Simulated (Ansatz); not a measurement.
Input for Ansatz (a first-principles code): U-B3LYP/def2-TZVPP on CdH3N (SMILES [NH2][CdH]), a point of a bond scan (R = 2.027 Å). Elements past Kr take the def2 small-core potentials; no spin–orbit coupling.

Ansatz 0.2 input:
```yaml
crystal:
  periodic: [false, false, false]
  atoms:
    - {symbol: Cd, position_ang: [-0.19315055, -0.04077904, -0.22746535]}
    - {symbol: H, position_ang: [-1.20927786, -0.23635281, -1.52039316]}
    - {symbol: N, position_ang: [1.16167798, 0.26842501, 1.25041043]}
    - {symbol: H, position_ang: [1.83645470, -1.41949363, 2.14682487]}
    - {symbol: H, position_ang: [0.84969212, 0.89030603, 1.98723929]}
basis:
  gaussian:
    orbitals: def2-TZVPP
hamiltonian:
  xc: {name: B3LYP}
magnetization: {spin_polarized: true, initial_magnetization: 0}
```

### Question
What total energy does the run end on?

### Answer
-224.2350 hartree. Its determinant has ⟨S²⟩ = 0.53, a mixture of spin states.

### Question
How many basis functions does it have, and what does it roughly cost on one machine?

### Answer
129 functions; roughly 14 core-seconds.
